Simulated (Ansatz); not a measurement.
CH2BN3, SMILES `NB1N=C=N1`. Total charge 0; spin multiplicity 1.

Z-matrix (Å, degrees):
```
B
N 1 1.449
C 1 1.980 2 44.5
N 1 1.374 2 143.8 3 134.1
N 1 1.449 2 72.3 3 -41.9
H 4 1.005 1 122.6 2 4.7
H 4 1.005 1 122.6 2 -178.2
```

Problem. Give the diagnostics of a CCSD(T)/def2-TZVPP run (frozen core, Ansatz 0.2.0). (An estimate is asked.)

Solution. Ansatz gave: T1 = 0.0201, largest single amplitude 0.045, largest double 0.054, (T) share of the correlation energy 5.2 %, 12 CCSD cycles. The RHF solution is unstable towards an unrestricted one. T1 lies over the customary mark of 0.02 for closed shells.
